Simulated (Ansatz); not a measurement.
CH4ClNOSi can be A, `O[Si]1(Cl)CN1`, or B, `N[Si]1(Cl)CO1`.

Computed with Ansatz on PBE0-D4/def2-TZVP structures; ΔE is electronic, products minus reactants. CBS: MP2 limit from def2 TZ/QZ plus the TZ coupled-cluster correction, frozen cores. Functionals use def2-TZVPP. B3LYP here is the variant with VWN-RPA as its local correlation; programs differ in this. One conformer a species, not always the lowest.

A:

```xyz
9

O    -1.8773    0.5090    0.6223
Si   -0.3310    0.4709    0.1320
Cl    0.2813    2.4006   -0.1804
C     0.5181   -0.8704   -0.7357
N     0.6920   -0.6777    0.7675
H    -2.3328    1.3508    0.5647
H     0.0712   -1.8241   -1.0089
H     1.3786   -0.6159   -1.3555
H     1.6000   -0.7433    1.1941
```

B:

```xyz
9

N     0.062    0.739   -1.493
Si    0.331   -0.253   -0.166
Cl    2.168   -1.089   -0.411
C    -0.420   -0.189    1.459
O    -0.896   -1.167    0.401
H    -0.829    1.163   -1.686
H     0.782    0.974   -2.153
H    -1.200    0.521    1.726
H     0.002   -0.699    2.322
```

Which isomer does CCSD(T)/CBS put lower? Give the gap. (Estimate.)

Computed: B, by 1.2 kcal/mol.

Give E(B) − E(A) in kcal/mol with PBE0-D4, ωB97M-V, CCSD/def2-TZVPP, PBE-D4, CCSD(T)/def2-TZVPP, HF/def2-TZVPP, B3LYP. (An estimate is asked.)

Ansatz gave: PBE0-D4 -0.7, ωB97M-V -1.2, CCSD/def2-TZVPP -1.2, PBE-D4 -1.3, CCSD(T)/def2-TZVPP -1.4, HF/def2-TZVPP -1.3, B3LYP -1.8. None reverses the order clearly.

Largest T1 diagnostic: 0.011.
